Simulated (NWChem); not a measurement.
System: CH4F2OSi; SMILES O[Si@@H](F)CF

Input file for NWChem:

```
start job
memory heap 200 mb stack 900 mb global 1100 mb
geometry units angstroms noautosym nocenter noautoz
  O      1.632544     0.581741     0.001871
  Si     0.049633     0.443996     0.428248
  F     -0.838233     1.615675    -0.267752
  C     -0.742033    -1.153618    -0.187677
  F     -0.058318    -2.244862     0.308619
  H      1.890347     0.380687    -0.902194
  H     -0.003355     0.606049     1.896499
  H     -1.800020    -1.209763     0.127897
  H     -0.742929    -1.193129    -1.293305
end
basis spherical
  O library 6-31g*
  Si library 6-31g*
  F library 6-31g*
  C library 6-31g*
  H library 6-31g*
end
dft
  xc pbe0
  iterations 150
end
cosmo
  do_cosmo_smd true
  solvent propanol
end
task dft energy
```

Parts of the log:

```
             Northwest Computational Chemistry Package (NWChem) 7.3.0
             --------------------------------------------------------

                             Geometry "geometry" -> ""
                             -------------------------

 Output coordinates in angstroms (scale by  1.889725989 to convert to a.u.)

  No.       Tag          Charge          X              Y              Z
 ---- ---------------- ---------- -------------- -------------- --------------
    1 O                    8.0000     1.63254400     0.58174100     0.00187100
    2 Si                  14.0000     0.04963300     0.44399600     0.42824800
    3 F                    9.0000    -0.83823300     1.61567500    -0.26775200
    4 C                    6.0000    -0.74203300    -1.15361800    -0.18767700
    5 F                    9.0000    -0.05831800    -2.24486200     0.30861900
    6 H                    1.0000     1.89034700     0.38068700    -0.90219400
    7 H                    1.0000    -0.00335500     0.60604900     1.89649900
    8 H                    1.0000    -1.80002000    -1.20976300     0.12789700
    9 H                    1.0000    -0.74292900    -1.19312900    -1.29330500

 Effective nuclear repulsion energy (a.u.)     247.1651370000

                                 NWChem DFT Module
                                 -----------------

 Summary of "ao basis" -> "ao basis" (spherical)
 ------------------------------------------------------------------------------
       Tag                 Description            Shells   Functions and Types
 ---------------- ------------------------------  ------  ---------------------
 O                           6-31g*                  6       14   3s2p1d
 Si                          6-31g*                  8       18   4s3p1d
 F                           6-31g*                  6       14   3s2p1d
 C                           6-31g*                  6       14   3s2p1d
 H                           6-31g*                  2        2   2s

 in cosmo_initialize ...
 calling solv_data for solv:propanol

 solvent parameters
 solvname_short: propanol
 solvname_long:  1-propanol
 dielec:       20.5240
 dielecinf:     1.9182
 nonaqueous SMD model solvent descriptors
 dielec:       20.5240
 sola:          0.3700
 solb:          0.4800
 solc:          0.0000
 solg:         33.5700
 solh:          0.0000
 soln:          1.3850

          ---------------
          -cosmo- solvent
          ---------------
 Cosmo: York-Karplus, doi: 10.1021/jp992097l
 dielectric constant -eps-     =  20.52
 screen = (eps-1)/(eps    )    =   0.95128
 surface charge correction     = lagrangian

   van der Waals surface
 --------------------------

 ---------- ATOMIC COORDINATES (A.U.) ------------ VDWR(ANG.) --
     1    3.08506082    1.09933109    0.00353568     1.628
     2    0.09379277    0.83903078    0.80927138     2.470
     3   -1.58403068    3.05318304   -0.50597791     1.730
     4   -1.40223904   -2.18002192   -0.35465810     1.850
     5   -0.11020504   -4.24217406    0.58320534     1.730
     6    3.57223785    0.71939412   -1.70489945     1.200
     7   -0.00634003    1.14526655    3.58386345     1.200
     8   -3.40154457   -2.28612058    0.24169028     1.200
     9   -1.40393224   -2.25468688   -2.44399207     1.200
 number of segments per atom =        128
 number of   points per atom =        128
 atom (   nspa,  nppa )
 ----------------------
    1 (     48,     0 )       0
    2 (     69,     0 )       0
    3 (     68,     0 )       0
    4 (     27,     0 )       0
    5 (     78,     0 )       0
    6 (     58,     0 )       0
    7 (     32,     0 )       0
    8 (     51,     0 )       0
    9 (     53,     0 )       0
 number of -cosmo- surface points =      484
 molecular surface =    111.321 angstrom**2
 molecular volume  =    100.096 angstrom**3
 -lineq- algorithm             =   0
 -bem- low  level              =   3
 -bem- from -octahedral-
 gaussian surface charge width =   4.50000
 degree of switching           =   1.00000
 switching function tolerance  =   0.00010
 atomic radii =
 --------------
    1  8.000  1.628
    2 14.000  2.470
    3  9.000  1.730
    4  6.000  1.850
    5  9.000  1.730
    6  1.000  1.200
    7  1.000  1.200
    8  1.000  1.200
    9  1.000  1.200
 ...... end of -cosmo- initialization ......

 nat:                     9
 ixmem:                  4523
 calling mnsol_interface()
 G(SMD-CDS) energy (kcal/mol)  =     0.961
 SMD-CDS SASA (angstrom**2)    =   137.863

            General Information
            -------------------
          SCF calculation type: DFT
          Wavefunction type:  closed shell.
          No. of atoms     :     9
          No. of electrons :    50
           Alpha electrons :    25
            Beta electrons :    25
          Charge           :     0
          Spin multiplicity:     1
          Use of symmetry is: off; symmetry adaption is: off
          Maximum number of iterations: 150
          AO basis - number of functions:    82
                     number of shells:    40
          Convergence on energy requested:  1.00D-06
          Convergence on density requested:  1.00D-05
          Convergence on gradient requested:  5.00D-04

              XC Information
              --------------
                         PBE0 Method XC Functional
                     Hartree-Fock (Exact) Exchange  0.250
          PerdewBurkeErnzerhof Exchange Functional  0.750
            Perdew 1991 LDA Correlation Functional  1.000 local
           PerdewBurkeErnz. Correlation Functional  1.000 non-local

             Grid Information
             ----------------
          Grid used for XC integration:  medium
          Radial quadrature: Mura-Knowles
          Angular quadrature: Lebedev.
          Tag              B.-S. Rad. Rad. Pts. Rad. Cut. Ang. Pts.
          ---              ---------- --------- --------- ---------
          O                   0.60       49          10.0       434
          Si                  1.10       88           8.0       590
          F                   0.50       49           9.0       434
          C                   0.70       49           9.0       434
          H                   0.35       45          10.0       434
          Grid pruning is: on
          Number of quadrature shells:   464
          Spatial weights used:  Erf1

      Superposition of Atomic Density Guess
      -------------------------------------

 Sum of atomic energies:        -601.96950810

      Non-variational initial energy
      ------------------------------

 Total energy =    -603.403533
 1-e energy   =   -1326.503173
 2-e energy   =     475.934503
 HOMO         =      -0.331196
 LUMO         =       0.060735

   convergence    iter        energy       DeltaE   RMS-Dens  Diis-err
 ---------------- ----- ----------------- --------- --------- ---------
     COSMO gas phase
 d= 0,ls=0.0,diis     1   -604.4207876729 -8.52D+02  1.64D-02  1.05D+00
 d= 0,ls=0.0,diis     2   -604.3566276633  6.42D-02  8.56D-03  1.95D+00
 d= 0,ls=0.0,diis     3   -604.5326344559 -1.76D-01  8.41D-04  1.41D-02
 d= 0,ls=0.0,diis     4   -604.5337929587 -1.16D-03  2.89D-04  1.08D-03
 d= 0,ls=0.0,diis     5   -604.5338695803 -7.66D-05  1.07D-04  3.13D-04
  Resetting Diis
 d= 0,ls=0.0,diis     6   -604.5338969776 -2.74D-05  1.99D-05  4.47D-06
 d= 0,ls=0.0,diis     7   -604.5338974055 -4.28D-07  9.44D-06  3.63D-07

   convergence    iter        energy       DeltaE   RMS-Dens  Diis-err
 ---------------- ----- ----------------- --------- --------- ---------
     COSMO solvation phase
 d= 0,ls=0.0,diis     1   -604.5444555213 -1.06D-02  1.64D-03  5.70D-03
 d= 0,ls=0.0,diis     2   -604.5457247026 -1.27D-03  3.79D-04  2.07D-03
 d= 0,ls=0.0,diis     3   -604.5458523079 -1.28D-04  1.75D-04  7.08D-04
 d= 0,ls=0.0,diis     4   -604.5459138251 -6.15D-05  4.10D-05  2.12D-05
 d= 0,ls=0.0,diis     5   -604.5459159153 -2.09D-06  1.10D-05  1.96D-06
 d= 0,ls=0.0,diis     6   -604.5459160859 -1.71D-07  3.37D-06  2.38D-07

         Total DFT energy =     -604.545916085891
      One electron energy =    -1329.921674419122
           Coulomb energy =      535.370100839960
    Exchange-Corr. energy =      -57.080741720309
 Nuclear repulsion energy =      247.165136999994

             COSMO energy =       -0.078737786414

 Numeric. integr. density =       50.000006651223

                                COSMO-SMD solvation results
                                ---------------------------

             internal energy in gas <Psi(g)|H|Psi(g)> =      -604.533897405498
         internal energy in solvent <Psi(s)|H|Psi(s)> =      -604.532227862994
                               delta internal energy  =         0.001669542504 (    1.05 kcal/mol)
   total free energy in solvent <Psi(s)|H+V/2|Psi(s)> =      -604.547448145996
 polarization energy contribution <Psi(s)|V/2|Psi(s)> =        -0.015220283002 (   -9.55 kcal/mol)
    total free energy in solvent including G(SMD-CDS) =      -604.545916085891
                       G(SMD-CDS) energy contribution =         0.001532060105 (    0.96 kcal/mol)
     1 M fixed-concentration free energy of solvation =        -0.012018680393 (   -7.54 kcal/mol)

                       DFT Final Molecular Orbital Analysis
                       ------------------------------------

 Vector   23  Occ=2.000000D+00  E=-3.571073D-01
              MO Center=  1.2D+00,  3.6D-01,  3.0D-02, r^2= 2.1D+00
   Bfn.  Coefficient  Atom+Function         Bfn.  Coefficient  Atom+Function
  ----- ------------  ---------------      ----- ------------  ---------------
     4      0.504193  1 O  py                 8      0.387392  1 O  py
     5     -0.194886  1 O  pz                35     -0.165917  3 F  px
     3     -0.162176  1 O  px                 9     -0.146516  1 O  pz
    63      0.144516  5 F  px                 7     -0.121951  1 O  px
    39     -0.117936  3 F  px                67      0.107392  5 F  px

 Vector   24  Occ=2.000000D+00  E=-3.486953D-01
              MO Center= -3.6D-01, -1.4D+00, -5.6D-03, r^2= 2.6D+00
   Bfn.  Coefficient  Atom+Function         Bfn.  Coefficient  Atom+Function
  ----- ------------  ---------------      ----- ------------  ---------------
    65      0.373123  5 F  pz                69      0.282139  5 F  pz
    63     -0.267598  5 F  px                51     -0.240087  4 C  pz
    67     -0.203410  5 F  px                82      0.189925  9 H  s
    79     -0.186357  8 H  s                 80     -0.185690  8 H  s
    81      0.185727  9 H  s                  4      0.183238  1 O  py

 Vector   25  Occ=2.000000D+00  E=-3.029229D-01
              MO Center= -2.1D-01, -7.4D-01,  1.8D-01, r^2= 2.9D+00
   Bfn.  Coefficient  Atom+Function         Bfn.  Coefficient  Atom+Function
  ----- ------------  ---------------      ----- ------------  ---------------
    50      0.264231  4 C  py                64     -0.243805  5 F  py
    22     -0.230299  2 Si py                49      0.204169  4 C  px
    63     -0.198275  5 F  px                68     -0.192908  5 F  py
    52      0.166417  4 C  s                 23     -0.165314  2 Si pz
    78     -0.164608  7 H  s                  4      0.159309  1 O  py

 Vector   26  Occ=0.000000D+00  E= 4.103120D-02
              MO Center= -9.9D-02, -1.1D-01,  4.1D-01, r^2= 3.9D+00
   Bfn.  Coefficient  Atom+Function         Bfn.  Coefficient  Atom+Function
  ----- ------------  ---------------      ----- ------------  ---------------
    26      0.583370  2 Si py                25     -0.525361  2 Si px
    38     -0.385386  3 F  s                 54      0.353046  4 C  py
    66      0.339191  5 F  s                  6      0.281060  1 O  s
    22      0.281866  2 Si py                21     -0.207798  2 Si px
     8     -0.190846  1 O  py                68      0.185304  5 F  py

 Vector   27  Occ=0.000000D+00  E= 6.126203D-02
              MO Center=  7.1D-01,  7.0D-01, -8.7D-02, r^2= 4.0D+00
   Bfn.  Coefficient  Atom+Function         Bfn.  Coefficient  Atom+Function
  ----- ------------  ---------------      ----- ------------  ---------------
     6      0.825614  1 O  s                 25     -0.624949  2 Si px
    24     -0.519507  2 Si s                 26     -0.458523  2 Si py
    76     -0.445304  6 H  s                 27      0.335988  2 Si pz
    80     -0.309787  8 H  s                 21     -0.206630  2 Si px
    38      0.196445  3 F  s                 39      0.175132  3 F  px

 Vector   28  Occ=0.000000D+00  E= 9.659469D-02
              MO Center= -6.2D-01, -2.1D-01, -6.2D-02, r^2= 4.8D+00
   Bfn.  Coefficient  Atom+Function         Bfn.  Coefficient  Atom+Function
  ----- ------------  ---------------      ----- ------------  ---------------
    52      1.578622  4 C  s                 24     -1.047938  2 Si s
    82     -0.723755  9 H  s                 25      0.660494  2 Si px
    26      0.496819  2 Si py                80     -0.413870  8 H  s
    54      0.384173  4 C  py                78      0.350664  7 H  s
    76     -0.309091  6 H  s                 27      0.295469  2 Si pz

     Multipole analysis of the density
     ---------------------------------

     L   x y z        total         alpha         beta         nuclear
     -   - - -        -----         -----         ----         -------
     0   0 0 0     -0.000000    -25.000000    -25.000000     50.000000

     1   1 0 0     -0.238901     -0.665676     -0.665676      1.092451
     1   0 1 0     -0.202664      2.856727      2.856727     -5.916118
     1   0 0 1     -0.781404     -5.191625     -5.191625      9.601845

     2   2 0 0    -25.113449    -81.084598    -81.084598    137.055747
     2   1 1 0      1.330448     -9.714847     -9.714847     20.760142
     2   1 0 1     -2.951191     -5.107981     -5.107981      7.264770
     2   0 2 0    -31.238055   -168.638853   -168.638853    306.039652
     2   0 1 1      1.118744      7.638426      7.638426    -14.158108
     2   0 0 2    -23.486034    -30.278630    -30.278630     37.071226
```

Level: PBE0/6-31G* (spherical d), SMD on the gas-phase geometry. The geometry was optimised at PBE0/def2-SVP. Solvent: 1-propanol.
